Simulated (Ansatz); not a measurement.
Ansatz (an electronic-structure program) input (RI-MP2/cc-pV(T+d)Z):
A basis named .json is the Basis Set Exchange file of that set.

Ansatz 0.2 input:
```yaml
crystal:
  periodic: [false, false, false]
  atoms:
    - {symbol: Cl, position_ang: [1.56953615, -1.95441739, 0.88188008]}
    - {symbol: Si, position_ang: [1.14557259, -0.18755483, -0.07544387]}
    - {symbol: Cl, position_ang: [2.11201302, 1.37461198, 0.84305781]}
    - {symbol: Si, position_ang: [-1.17563763, 0.19308265, 0.12934847]}
    - {symbol: Cl, position_ang: [-1.60532418, 1.95935336, -0.86097407]}
    - {symbol: Cl, position_ang: [-2.14743929, -1.36745603, -0.82217769]}
    - {symbol: H, position_ang: [1.63155358, -0.28295209, -1.46502851]}
basis:
  gaussian:
    orbitals: cc-pV_T+d_Z.json
    fitting: {mean_field: def2-universal-jkfit, correlation: cc-pVTZ-RIFIT.json}
magnetization: {spin_polarized: true, initial_magnetization: 1}
correlation: {method: mp2, electrons: outside_noble_gas}
```

End of the output:

```
integrals: 0.43 GiB planned
786 factors; integrals over basis functions are off by at most 1.4e0 eV
762 factors; integrals over basis functions are off by at most 7.9e-1 eV
mean field: 1.77 GiB planned
mean field evaluation 1: about -65760.5190 eV, gradient 1.7e1 eV
mean field evaluation 2: about -65762.3341 eV, gradient 1.0e1 eV
mean field evaluation 4: about -65763.0119 eV, gradient 8.9e-1 eV
mean field evaluation 8: about -65763.0371 eV, gradient 1.8e-6 eV
mean field -65763.03714358 eV, -2416.7470392389 hartree, gradient 1.8e-6 eV, S^2 0.760896; 0 other end points of the search recorded, 0 dependent functions left out
30 core orbitals not correlated
reference -65763.03714358 eV, -2416.7470392389 hartree; 19, 18 occupied and 199, 200 virtual orbitals, 762 factors
second order -25.97938693 eV of doubles, -0.00000000 eV of singles
Total energy: -65789.01653051 eV, -2417.7017640993 hartree
```

It need not be the lowest isomer of its formula.
